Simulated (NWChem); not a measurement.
System: C₃H₈N, doublet; SMILES CC[N]C

Parts of the log:

```
             Northwest Computational Chemistry Package (NWChem) 7.3.0
             --------------------------------------------------------

 C1  symmetry detected

                             Geometry "geometry" -> ""
                             -------------------------

 Output coordinates in angstroms (scale by  1.889725989 to convert to a.u.)

  No.       Tag          Charge          X              Y              Z
 ---- ---------------- ---------- -------------- -------------- --------------
    1 C                    6.0000     0.18040173    -1.88312039     0.00131895
    2 C                    6.0000    -0.45698153    -0.49473385    -0.00151283
    3 N                    7.0000     0.54116313     0.54949872    -0.00193280
    4 C                    6.0000    -0.04640278     1.86587514     0.00144216
    5 H                    1.0000    -0.58606492    -2.66644855     0.00012037
    6 H                    1.0000     0.81364628    -2.01646830    -0.88191515
    7 H                    1.0000     0.80901724    -2.01499309     0.88810635
    8 H                    1.0000    -1.11836664    -0.37724834    -0.88126931
    9 H                    1.0000    -1.12210155    -0.37507338     0.87509448
   10 H                    1.0000     0.73505545     2.63204794     0.00429978
   11 H                    1.0000    -0.69211352     2.01952221     0.88446412
   12 H                    1.0000    -0.68931881     2.02404514    -0.88286074

 Effective nuclear repulsion energy (a.u.)     123.9338557593

                                 NWChem DFT Module
                                 -----------------

 Summary of "ao basis" -> "ao basis" (spherical)
 ------------------------------------------------------------------------------
       Tag                 Description            Shells   Functions and Types
 ---------------- ------------------------------  ------  ---------------------
 C                          def2-svp                 6       14   3s2p1d
 N                          def2-svp                 6       14   3s2p1d
 H                          def2-svp                 3        5   2s1p

            General Information
            -------------------
          SCF calculation type: DFT
          Wavefunction type:  spin polarized.
          No. of atoms     :    12
          No. of electrons :    33
           Alpha electrons :    17
            Beta electrons :    16
          Charge           :     0
          Spin multiplicity:     2
          Use of symmetry is: off; symmetry adaption is: off
          Maximum number of iterations: 150
          AO basis - number of functions:    96
                     number of shells:    48
          Convergence on energy requested:  1.00D-06
          Convergence on density requested:  1.00D-05
          Convergence on gradient requested:  5.00D-04

              XC Information
              --------------
                         MN15 Method XC Functional
                     Hartree-Fock (Exact) Exchange  0.440
                          MN15 Exchange Functional  1.000
                        MN15 Correlation Potential  1.000

             Grid Information
             ----------------
          Grid used for XC integration:  fine
          Radial quadrature: Mura-Knowles
          Angular quadrature: Lebedev.
          Tag              B.-S. Rad. Rad. Pts. Rad. Cut. Ang. Pts.
          ---              ---------- --------- --------- ---------
          C                   0.70       70          12.0       590
          N                   0.65       70          10.0       590
          H                   0.35       60          13.0       590
          Grid pruning is: on
          Number of quadrature shells:   760
          Spatial weights used:  Erf1

      Superposition of Atomic Density Guess
      -------------------------------------

 Sum of atomic energies:        -171.11284524

      Non-variational initial energy
      ------------------------------

 Total energy =    -173.571077
 1-e energy   =    -474.024867
 2-e energy   =     176.519935
 HOMO         =      -0.211004
 LUMO         =       0.111258

     ---------------------------------------------
      Total Density - Mulliken Population Analysis
     ---------------------------------------------

[...]

                         DFT ENERGY GRADIENTS

    atom               coordinates                        gradient
                 x          y          z           x          y          z
   1 C       0.340910  -3.558582   0.002492    0.004433  -0.005580  -0.000000
   2 C      -0.863570  -0.934911  -0.002859   -0.012473   0.000843   0.000009
   3 N       1.022650   1.038402  -0.003652    0.010296  -0.001606  -0.000068
   4 C      -0.087689   3.525993   0.002725   -0.006703   0.009256   0.000051
   5 H      -1.107502  -5.038857   0.000227    0.001654   0.002132   0.000007
   6 H       1.537569  -3.810573  -1.666578   -0.001622  -0.000168   0.002290
   7 H       1.528821  -3.807785   1.678278   -0.001614  -0.000172  -0.002283
   8 H      -2.113407  -0.712896  -1.665358    0.001833  -0.001024   0.001885
   9 H      -2.120464  -0.708786   1.653689    0.001828  -0.001046  -0.001881
  10 H       1.389053   4.973849   0.008125   -0.001246  -0.002947  -0.000005
  11 H      -1.307905   3.816344   1.671395    0.001806   0.000170  -0.001825
  12 H      -1.302624   3.824891  -1.668365    0.001807   0.000144   0.001822
```

Level: MN15/def2-SVP, spin-unrestricted. Structure relaxed at the B3LYP/6-31G* (spherical d), spin-unrestricted level. No stability test was run on the SCF state.

Problem. Write an input that gives this output.

Solution. Several could match; the one computed here: the input that was run:
```
start job
memory heap 200 mb stack 900 mb global 1100 mb
geometry units angstroms noautoz
  C      0.172822    -1.883805     0.034678
  C     -0.423141    -0.483470    -0.098636
  N      0.541423     0.539572     0.232598
  C     -0.009366     1.866723     0.116867
  H     -0.567243    -2.650823    -0.220396
  H      1.034763    -1.998971    -0.630662
  H      0.514385    -2.059487     1.060061
  H     -0.798232    -0.321742    -1.127400
  H     -1.313767    -0.381098     0.550555
  H      0.744396     2.616236     0.377211
  H     -0.882981     2.002433     0.779179
  H     -0.365088     2.068885    -0.909263
end
basis spherical
  * library def2-svp
end
dft
  odft
  mult 2
  xc mn15
  grid fine
  iterations 150
  mulliken
end
task dft gradient
```
